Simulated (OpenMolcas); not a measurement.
## C+, Si+, Ge+, Sn+, Pb+: ns2 np down the group

```yaml
Program: OpenMolcas
Method: CASSCF
Basis: ANO-R2
Scalar_Hamiltonian: X2C, finite nucleus
Spin-orbit_coupling: state interaction with AMFI integrals over the reference wave functions, term energies averaged over their components
```

Active space for each ion: 1 electron in 3 orbitals (p).

Computed levels in cm-1 above 2P* 1/2:

| Level | C+ | Si+ | Ge+ | Sn+ | Pb+ |
| --- | --- | --- | --- | --- | --- |
| 2P* 3/2 | 61.9 | 253 | 1544 | 3669 | 11886 |
| weight of 2P* in the lowest level (%) | 100 | 100 | 100 | 100 | 100 |

Measured, with the error of the calculation in %. Measured levels: C+, Si+, Ge+, Sn+, Pb+ from NIST Handbook of Basic Atomic Spectroscopic Data.

| Level | C+ | Si+ | Ge+ | Sn+ | Pb+ |
| --- | --- | --- | --- | --- | --- |
| 2P* 3/2 | 63.4 (-2.5) | 287 (-12.0) | 1767 (-12.7) | 4251 (-13.7) | 14081 (-15.6) |

The fine-structure level 2P* 3/2 changes by a factor of 192 from C+ to Pb+.

With one active electron the reference holds no correlation, so core polarisation is missing. Measured partners are found by configuration, term and J. A level has none where our copy of the source lacks it or the pairing is in doubt (some pairs that miss far off the trend of their configuration count as doubtful), and it then counts in no deviation. Only configurations of the active space appear.

* marks odd parity.
